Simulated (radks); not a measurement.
The lithium anion Li-, [He] 2s2, held by a Watson sphere: a shell of charge +1.28 at radius R that stands for the Madelung well of a crystal (potential energy -1.28/R inside, -1.28/r outside, in hartree with lengths in bohr). Calculated with a radial shooting solver on a logarithmic mesh with Libxc functionals: non-relativistic Kohn-Sham, LDA (Slater exchange, Perdew-Wang correlation), spin-polarised, spherical densities, point nucleus. Response by self-consistent Sternheimer equations with the Hartree and adiabatic LDA kernel. The sphere does not respond.

| R (bohr) | e(1s) (eV) | e(2s) (eV) | <r> 2s (bohr) | sum of <r^2> (bohr^2) | X-ray form factor at sin(theta)/lambda = 0.3 1/angstrom | alpha (bohr^3) |
|---|---|---|---|---|---|---|
| 1.94 | -55.661 | -6.816 | 2.991 | 21.96 | 1.456 | 65.13 |
| 2.04 | -55.082 | -6.741 | 3.026 | 22.43 | 1.456 | 67.15 |
| 2.36 | -53.696 | -6.486 | 3.149 | 24.09 | 1.460 | 74.87 |
| 2.6 | -52.986 | -6.284 | 3.245 | 25.46 | 1.465 | 81.83 |
| 3.11 | -52.023 | -5.847 | 3.454 | 28.63 | 1.476 | 99.71 |
| 3.23 | -51.866 | -5.746 | 3.503 | 29.41 | 1.478 | 104.5 |
| 3.59 | -51.492 | -5.451 | 3.648 | 31.80 | 1.484 | 120.0 |
| 3.81 | -51.317 | -5.278 | 3.734 | 33.28 | 1.487 | 130.4 |
| 3.82 | -51.310 | -5.270 | 3.738 | 33.35 | 1.487 | 130.9 |
